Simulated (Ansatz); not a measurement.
Three-fold rotor about C1–S2 in CH6SSn (SMILES C[S][SnH3]); single points on GFN2-xTB geometries with the dihedral held.
Staggered geometry (60°) (charge 0, multiplicity 1):
```xyz
9

C      1.6049    -0.0909     0.1426
S      1.1949    -0.0231    -1.6270
Sn    -0.8392    -1.2881    -1.6876
H      1.7354    -1.1200     0.4603
H      2.5399     0.4481     0.2492
H      0.8310     0.3963     0.7265
H     -0.5956    -2.8494    -1.1146
H     -1.3708    -1.3387    -3.2638
H     -2.0160    -0.5919    -0.7097
```

Cores are frozen in the correlated methods. Filled d and f shells under p-block atoms count as core. CBS(a, b) extrapolates the correlation energy as X⁻³ and adds the Hartree–Fock energy of set b. MP2 and its Hartree–Fock in def2-QZVPP are density fitted.

Programs: Ansatz (a quantum-chemistry and plane-wave program).  In def2 rows elements past Kr take small-core potentials, without spin–orbit coupling.

Energies above the staggered point (kcal/mol):

```tsv
dihedral (°)	PBE/def2-TZVPP	MP2/CBS(def2-TZVPP, def2-QZVPP) + ΔCCSD(T)/def2-TZVPP
0	1.138	1.101
20	0.806	0.787
40	0.269	0.265
60	0.000	0.000
80	0.200	0.204
100	0.745	0.733
120	1.135	1.097
```

Moments of inertia of the two ends about the bond: 3.185 and 684.864 u Å².

**Question.** Fit V = V₃/2 (1 − cos 3φ) + V₆/2 (1 − cos 6φ), φ counted from the staggered point, and estimate the harmonic torsional frequency.

**Answer.** 
V₃ is the energy at φ = 60°; at φ = 20° (mean of both sides) V = 0.25 V₃ + 0.75 V₆. The reduced moment I₁I₂/(I₁ + I₂) = 3.171 u Å² gives F = 16.8576/I = 5.317 cm⁻¹ (a rough rule where the frame isn't a symmetric top). Near the minimum V = kφ²/2 with k = (9V₃ + 36V₆)/2, and ω = √(2Fk), with 1 kcal/mol = 349.755 cm⁻¹.
- PBE/def2-TZVPP: V₃ = 1.14, V₆ = -0.067 kcal/mol, k = 1371 cm⁻¹/rad², ω = 121 cm⁻¹
- MP2/CBS(def2-TZVPP, def2-QZVPP) + ΔCCSD(T)/def2-TZVPP: V₃ = 1.10, V₆ = -0.054 kcal/mol, k = 1392 cm⁻¹/rad², ω = 122 cm⁻¹
